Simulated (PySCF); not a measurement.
## Orbital levels and atomic charges

System: C27H15P (P, Si, As-doped PAH), SMILES c1ccc2c(c1)cc1cpcc3c4cc5cccc6cccc(c4cc2c13)c65.

Cartesian coordinates (Å):
```
  1 C    -5.375    1.728   -1.672
  2 C    -4.143    2.287   -2.049
  3 C    -2.965    1.776   -1.577
  4 C    -2.935    0.672   -0.697
  5 C    -4.190    0.112   -0.320
  6 C    -5.394    0.663   -0.825
  7 C    -4.220   -0.976    0.545
  8 C    -3.062   -1.553    1.069
  9 C    -3.226   -2.652    1.935
 10 P    -1.980   -3.529    2.700
 11 C    -0.603   -2.657    2.082
 12 C    -0.578   -1.575    1.222
 13 C     0.711   -0.998    0.834
 14 C     1.904   -1.489    1.291
 15 C     3.162   -0.943    0.925
 16 C     4.350   -1.478    1.415
 17 C     5.578   -0.937    1.052
 18 C     5.637    0.138    0.200
 19 C     4.459    0.713   -0.322
 20 C     4.498    1.814   -1.196
 21 C     3.330    2.343   -1.681
 22 C     2.097    1.806   -1.321
 23 C     1.997    0.718   -0.461
 24 C     0.721    0.131   -0.064
 25 C    -0.470    0.624   -0.523
 26 C    -1.737    0.096   -0.172
 27 C    -1.787   -1.012    0.708
 28 C     3.201    0.167    0.043
 29 H    -6.294    2.146   -2.056
 30 H    -4.132    3.132   -2.722
 31 H    -2.048    2.244   -1.900
 32 H    -6.328    0.213   -0.518
 33 H    -5.178   -1.392    0.824
 34 H    -4.243   -2.968    2.132
 35 H     0.334   -3.052    2.447
 36 H     1.948   -2.332    1.964
 37 H     4.311   -2.324    2.087
 38 H     6.488   -1.369    1.444
 39 H     6.589    0.560   -0.085
 40 H     5.454    2.231   -1.475
 41 H     3.358    3.189   -2.352
 42 H     1.216    2.266   -1.737
 43 H    -0.456    1.465   -1.192
```

Method: B3LYP/def2-SVP, gas phase, PySCF, fitting set def2-universal-JFIT up to Ne and JKFIT beyond, grid level 1.

The gap is small, so a closed-shell solution may not be the true ground state; the numbers describe that solution.

(1) Give the orbital energies near the gap.

(2) Give the partial charges of the non-hydrogen atoms.

## Answers

(1) 
```csv
orbital,eV
HOMO-4,-7.09
HOMO-3,-6.86
HOMO-2,-6.77
HOMO-1,-6.29
HOMO,-4.73
LUMO,-2.98
LUMO+1,-1.63
LUMO+2,-1.10
LUMO+3,-1.04
```

(2) 
```csv
atom,Mulliken,IAO,Hirshfeld
C1,0.04,-0.14,-0.04
C2,0.03,-0.14,-0.04
C3,-0.02,-0.14,-0.04
C4,0.07,0.00,0.01
C5,0.09,0.01,0.00
C6,-0.01,-0.13,-0.04
C7,-0.12,-0.13,-0.04
C8,0.14,0.01,0.00
C9,-0.20,-0.37,-0.10
P10,0.19,0.38,0.09
C11,-0.26,-0.37,-0.11
C12,0.14,0.02,0.01
C13,0.12,0.00,0.00
C14,-0.15,-0.12,-0.04
C15,0.10,0.01,0.00
C16,-0.05,-0.14,-0.04
C17,0.05,-0.14,-0.04
C18,-0.02,-0.14,-0.04
C19,0.09,0.01,0.00
C20,-0.03,-0.14,-0.04
C21,0.06,-0.14,-0.04
C22,-0.07,-0.14,-0.04
C23,0.12,0.00,0.01
C24,0.15,0.00,0.00
C25,-0.19,-0.13,-0.05
C26,0.15,0.00,0.00
C27,0.02,0.00,0.00
C28,0.06,0.00,0.00
```
